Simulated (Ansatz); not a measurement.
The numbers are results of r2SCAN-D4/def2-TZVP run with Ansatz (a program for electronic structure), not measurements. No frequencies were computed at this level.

Ansatz 0.2 input:
```yaml
crystal:
  periodic: [false, false, false]
  atoms:
    - { symbol: C, position_ang: [-1.027443, -0.026978, -0.095894] }
    - { symbol: Si, position_ang: [0.83404, 0.0219, 0.077843] }
    - { symbol: F, position_ang: [1.451967, 1.483899, 0.084327] }
    - { symbol: F, position_ang: [1.383808, -0.639343, 1.411946] }
    - { symbol: F, position_ang: [1.618754, -0.727591, -1.08052] }
    - { symbol: H, position_ang: [-1.349627, 0.437701, -1.024225] }
    - { symbol: H, position_ang: [-1.397354, -1.04908, -0.094577] }
    - { symbol: H, position_ang: [-1.514145, 0.499492, 0.721099] }
basis:
  gaussian: { orbitals: def2-tzvp }
hamiltonian:
  xc: r2scan
  dispersion: d4
relax:
  max_steps: 150
```

Output:

```
Functional definition: r2SCAN
1032 factors; their error is unknown
mean field evaluation 1: about -17110.9111 eV, gradient 7.4e1 eV
mean field evaluation 2: about -17103.3035 eV, gradient 9.9e1 eV
mean field evaluation 4: about -17120.1651 eV, gradient 4.2e0 eV
mean field evaluation 8: about -17120.2035 eV, gradient 3.6e-2 eV
mean field evaluation 16: about -17120.1850 eV, gradient 7.2e-5 eV
mean field -17120.18497653 eV, -629.1551934092 hartree, gradient 8.8e-6 eV, S^2 0.000000; 0 other end points of the search recorded, 0 dependent functions left out
reference -17120.18498609 eV, -629.1551937606 hartree; 25, 25 occupied and 154, 154 virtual orbitals, 1032 factors
relax step   1: F+E_penalty+E_count = -17120.21835542 eV  Δ(F+E_penalty+E_count) = +0.000e0 eV  max|allowed force component| = 7.993e-1 eV/Å  Δτ_max = 0.0000 Å  (30 SCF iters, accepted)
these checks for a lower state are left out or cut short: starts, cluster_reference, orbital_swaps, neighbouring_geometries, increment
1032 factors; their error is unknown
mean field -17120.23868495 eV, -629.1571671572 hartree, gradient 7.1e-6 eV, S^2 0.000000; 0 other end points of the search recorded, 0 dependent functions left out
reference -17120.23869447 eV, -629.1571675071 hartree; 25, 25 occupied and 154, 154 virtual orbitals, 1032 factors
relax step   2: F+E_penalty+E_count = -17120.27216202 eV  Δ(F+E_penalty+E_count) = -5.381e-2 eV  max|allowed force component| = 3.904e-1 eV/Å  Δτ_max = 0.0396 Å  (32 SCF iters, accepted)
these checks for a lower state are left out or cut short: starts, cluster_reference, orbital_swaps, neighbouring_geometries, increment
1032 factors; their error is unknown
mean field evaluation 32: about -17120.1737 eV, gradient 2.2e-3 eV
mean field -17120.17370728 eV, -629.1547792720 hartree, gradient 1.4e-5 eV, S^2 0.000000; 0 other end points of the search recorded, 0 dependent functions left out
reference -17120.17371677 eV, -629.1547796206 hartree; 25, 25 occupied and 154, 154 virtual orbitals, 1032 factors
relax step   3: F+E_penalty+E_count = -17120.20720588 eV  Δ(F+E_penalty+E_count) = +6.496e-2 eV  max|allowed force component| = 2.093e0 eV/Å  Δτ_max = 0.0711 Å  (30 SCF iters, rejected (line search))
these checks for a lower state are left out or cut short: starts, cluster_reference, orbital_swaps, neighbouring_geometries, increment
1032 factors; their error is unknown
mean field -17120.25519226 eV, -629.1577737899 hartree, gradient 7.5e-6 eV, S^2 0.000000; 0 other end points of the search recorded, 0 dependent functions left out
reference -17120.25520174 eV, -629.1577741383 hartree; 25, 25 occupied and 154, 154 virtual orbitals, 1032 factors
relax step   4: F+E_penalty+E_count = -17120.28874768 eV  Δ(F+E_penalty+E_count) = -1.659e-2 eV  max|allowed force component| = 4.248e-2 eV/Å  Δτ_max = 0.0328 Å  (32 SCF iters, accepted)
these checks for a lower state are left out or cut short: starts, cluster_reference, orbital_swaps, neighbouring_geometries, increment
1032 factors; their error is unknown
mean field -17120.25524661 eV, -629.1577757871 hartree, gradient 7.2e-6 eV, S^2 0.000000; 0 other end points of the search recorded, 0 dependent functions left out
reference -17120.25525609 eV, -629.1577761356 hartree; 25, 25 occupied and 154, 154 virtual orbitals, 1032 factors
relax step   5: F+E_penalty+E_count = -17120.28880046 eV  Δ(F+E_penalty+E_count) = -5.278e-5 eV  max|allowed force component| = 1.329e-2 eV/Å  Δτ_max = 0.0009 Å  (34 SCF iters, accepted)
these checks for a lower state are left out or cut short: starts, cluster_reference, orbital_swaps, neighbouring_geometries, increment
1032 factors; their error is unknown
mean field -17120.25525038 eV, -629.1577759258 hartree, gradient 7.8e-5 eV, S^2 0.000000; 0 other end points of the search recorded, 0 dependent functions left out
reference -17120.25525986 eV, -629.1577762742 hartree; 25, 25 occupied and 154, 154 virtual orbitals, 1032 factors
relax step   6: F+E_penalty+E_count = -17120.28880392 eV  Δ(F+E_penalty+E_count) = -3.460e-6 eV  max|allowed force component| = 5.845e-4 eV/Å  Δτ_max = 0.0004 Å  (20 SCF iters, accepted)
1032 factors; their error is unknown
mean field evaluation 64: about -17120.2727 eV, gradient 9.9e-2 eV
mean field -17120.25525038 eV, -629.1577759258 hartree, gradient 7.8e-5 eV, S^2 0.000000; 1 other end points of the search recorded, 0 dependent functions left out
reference -17120.25525986 eV, -629.1577762742 hartree; 25, 25 occupied and 154, 154 virtual orbitals, 1032 factors
Total energy: -17120.28881340 eV, -629.1590093440 hartree
Atom 0 at    -0.983779    -0.025824    -0.091819 Å, force     0.000479     0.000006     0.000045 eV/Å
Atom 1 at     0.834250     0.021913     0.077862 Å, force     0.000138     0.000001     0.000013 eV/Å
Atom 2 at     1.383385     1.503897     0.077154 Å, force    -0.000123    -0.000584     0.000009 eV/Å
Atom 3 at     1.314139    -0.651357     1.424808 Å, force    -0.000082     0.000263    -0.000510 eV/Å
Atom 4 at     1.552632    -0.740937    -1.105284 Å, force    -0.000174     0.000298     0.000466 eV/Å
Atom 5 at    -1.295510     0.443357    -1.027229 Å, force    -0.000082     0.000034    -0.000061 eV/Å
Atom 6 at    -1.343613    -1.056751    -0.089239 Å, force    -0.000063    -0.000056    -0.000004 eV/Å
Atom 7 at    -1.461503     0.505703     0.733745 Å, force    -0.000092     0.000038     0.000042 eV/Å
Dipole moment:    -0.486850    -0.012786    -0.045439 e Å
```

Cost: very roughly 40 core-seconds.
